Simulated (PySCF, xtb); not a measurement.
C6H10, SMILES C=CCC1CC1. The values are those of a single conformer.

Harmonic wavenumbers (cm⁻¹) from GFN2-xTB in xtb at its own minimum, in rising order: 30, 91, 234, 327, 408, 444, 656, 800, 828, 831, 898, 918, 949, 993, 1030, 1038, 1072, 1077, 1094, 1110, 1150, 1158, 1216, 1263, 1280, 1322, 1391, 1418, 1440, 1474, 1496, 1719, 2932, 2965, 3028, 3058, 3085, 3088, 3096, 3098, 3113, 3121.

Problem. What does B3LYP-D3(BJ)/def2-SVP (PySCF) give at its own minimum? (An estimate is asked for; the answer gives what the named calculation found.)

Solution. 65, 108, 248, 337, 414, 453, 665, 777, 790, 805, 871, 927, 945, 966, 1002, 1038, 1053, 1073, 1102, 1125, 1152, 1182, 1235, 1259, 1305, 1338, 1388, 1431, 1437, 1461, 1500, 1721, 3010, 3059, 3119, 3124, 3127, 3133, 3141, 3208, 3217, 3225. Paired by order, the mean absolute difference is 30 cm⁻¹ and the zero-point energies are 88.3 and 89.4 kcal/mol.
